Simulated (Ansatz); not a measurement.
Consider the redistribution: `[SnH3][CH2][SnH3]` + `CCOBO` → `OB[O][SnH3]` + `CC[CH2][SnH3]`.

Isolated molecules relaxed with PBE0-D4/def2-TZVP in Ansatz; ΔE leaves out vibrations. CCSD(T)/CBS adds triple-zeta CCSD(T) − MP2 to the extrapolated MP2 energy (def2 sets, frozen cores). DFT in def2-TZVPP. Elements past krypton have def2 core potentials. For Sn outer-core shells are correlated without core-valence functions, which leaves a few kJ/mol of doubt a bond. One conformer a species, not always the lowest.

`[SnH3][CH2][SnH3]`:

Cartesian coordinates in Å:
```
Sn -1.818 0.160 0.060
C 0.146 0.495 -0.724
Sn 1.733 -0.447 0.360
H -2.985 0.966 -0.895
H -1.899 0.748 1.663
H -2.152 -1.516 0.061
H 0.331 1.571 -0.741
H 0.171 0.135 -1.755
H 1.492 -2.139 0.368
H 1.741 0.125 1.971
H 3.240 -0.097 -0.369
```

`CCOBO`:

```xyz
12

C    -1.580   -0.653    0.264
C    -0.243   -0.254    0.840
O     0.384    0.717    0.018
B     1.506    0.434   -0.689
O     2.059    1.387   -1.479
H    -2.083   -1.360    0.928
H    -2.222    0.222    0.141
H    -1.456   -1.127   -0.712
H     0.409   -1.127    0.947
H    -0.370    0.193    1.830
H     2.032   -0.642   -0.637
H     1.564    2.212   -1.451
```

`OB[O][SnH3]`:

Cartesian coordinates in Å:
```
O -0.151 0.429 -1.587
B -1.049 -0.340 -0.885
O -0.800 -0.613 0.402
Sn 0.834 0.071 1.313
H -0.403 0.577 -2.500
H -2.040 -0.760 -1.421
H 0.777 1.771 1.285
H 2.188 -0.574 0.512
H 0.644 -0.560 2.882
```

`CC[CH2][SnH3]`:

```xyz
14

C     1.897   -0.629    0.818
C     0.791   -0.339   -0.185
C    -0.455    0.244    0.469
Sn   -2.032    0.668   -0.927
H     2.781   -1.047    0.329
H     2.202    0.283    1.338
H     1.563   -1.344    1.574
H     1.167    0.351   -0.949
H     0.533   -1.262   -0.716
H    -0.218    1.176    0.990
H    -0.855   -0.443    1.220
H    -2.500   -0.771   -1.726
H    -1.480    1.785   -2.100
H    -3.395    1.328   -0.133
```

```tsv
level	ΔE (kJ/mol)	difference from CCSD(T)/CBS
PBE0-D4	-69.0	6.5
r2SCAN	-74.7	0.8
PBE0	-68.2	7.3
HF/def2-TZVPP	-73.1	2.4
MP2/def2-TZVPP	-74.1	1.4
SCS-MP2/def2-TZVPP	-74.9	0.6
CCSD/def2-TZVPP	-71.5	4.0
HF/def2-QZVPP	-74.5	1.0
HF/CBS(def2)	-74.7	0.8
MP2/CBS(def2)	-78.2	-2.7
CCSD(T)/CBS	-75.5	0
```

Largest T1 diagnostic among the species: 0.014.
